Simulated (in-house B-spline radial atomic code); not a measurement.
LDA VWN5 excitations of Al IV (Al3+)

Method: LDA VWN5. Computed with an all-electron radial atomic-structure program (B-spline basis): linear response of the closed shell [He] 2s2 2p6 with the functional's adiabatic kernel; non-relativistic, point nucleus, no spin-orbit coupling, no double excitations, S, P, D and F terms only. Only terms of natural parity with L up to 3 were computed.

Command:
```bash
python run_td.py task.json out
```
Settings (radii: box in bohr, nucleus in fm):
```
Z                        13
electrons                10
configuration            [He] 2s2 2p6
hamiltonian              nr
method                   lda,vwn
box_radius               23.08
intervals                51
```

Time taken, with all properties: 0.2 s on 1 thread of Arm Neoverse N1, with other jobs on the host.

The lowest states, in the order of their Tamm-Dancoff energies; the method's threshold (minus the highest occupied level) is 104.23 eV. Labels give the largest channel, * marks a mixed state, and oscillator strengths are full-response dipole values. Semilocal kernels can invert the small singlet-triplet splittings of Rydberg terms. Energies in eV:

```json
{"state": "2p → 3s 3P", "full response": "71.73", "Tamm-Dancoff": "71.73", "oscillator strength": "-"}
{"state": "2p → 3s 1P", "full response": "72.39", "Tamm-Dancoff": "72.41", "oscillator strength": "0.2"}
{"state": "2p → 3p 3S", "full response": "78.38", "Tamm-Dancoff": "78.41", "oscillator strength": "-"}
{"state": "2p → 3p 3D", "full response": "79.03", "Tamm-Dancoff": "79.03", "oscillator strength": "-"}
{"state": "2p → 3p 1D", "full response": "79.41", "Tamm-Dancoff": "79.42", "oscillator strength": "-"}
{"state": "2p → 3p 1S", "full response": "?", "Tamm-Dancoff": "?", "oscillator strength": "-"}
{"state": "2p → 3d 3P", "full response": "87.97", "Tamm-Dancoff": "87.98", "oscillator strength": "-"}
{"state": "2p → 3d 3F", "full response": "88.09", "Tamm-Dancoff": "88.09", "oscillator strength": "-"}
{"state": "2p → 3d 1F", "full response": "88.14", "Tamm-Dancoff": "88.14", "oscillator strength": "-"}
{"state": "2p → 3d 1P", "full response": "88.73", "Tamm-Dancoff": "88.76", "oscillator strength": "0.54"}
{"state": "2p → 4s 3P", "full response": "90.55", "Tamm-Dancoff": "90.55", "oscillator strength": "-"}
{"state": "2p → 4s 1P", "full response": "90.71", "Tamm-Dancoff": "90.71", "oscillator strength": "0.0276"}
{"state": "2p → 4p 3S", "full response": "92.57", "Tamm-Dancoff": "92.58", "oscillator strength": "-"}
{"state": "2p → 4p 3D", "full response": "92.74", "Tamm-Dancoff": "92.74", "oscillator strength": "-"}
{"state": "2p → 4p 1D", "full response": "92.85", "Tamm-Dancoff": "92.85", "oscillator strength": "-"}
{"state": "2p → 4p 1S", "full response": "93.71", "Tamm-Dancoff": "93.80", "oscillator strength": "-"}
{"state": "2p → 4d 3P", "full response": "95.57", "Tamm-Dancoff": "95.57", "oscillator strength": "-"}
{"state": "2p → 4d 3F", "full response": "95.61", "Tamm-Dancoff": "95.61", "oscillator strength": "-"}
{"state": "2p → 4d 1F", "full response": "?", "Tamm-Dancoff": "?", "oscillator strength": "-"}
{"state": "2p → 4d 1P", "full response": "95.90", "Tamm-Dancoff": "95.91", "oscillator strength": "0.198"}
{"state": "2p → 4f 1D", "full response": "96.43", "Tamm-Dancoff": "96.43", "oscillator strength": "-"}
{"state": "2p → 4f 3D", "full response": "96.44", "Tamm-Dancoff": "96.44", "oscillator strength": "-"}
```

(1) Where does 2p → 4d 1F lie?

(2) Where does 2p → 3p 1S lie?

(3) How large is the singlet-triplet splitting of 2p → 3s (P terms) in Tamm-Dancoff?

(4) What polarisabilities and dispersion coefficient does the method give?

Answers

(1) At 95.65 eV in full response, 95.65 eV in Tamm-Dancoff.

(2) At 82.42 eV in full response, 82.73 eV in Tamm-Dancoff.

(3) 0.673 eV, from the unrounded values.

(4) Dipole 0.2835 bohr³, quadrupole 0.2446 bohr⁵, C6 0.2659 hartree·bohr⁶ for two such species.
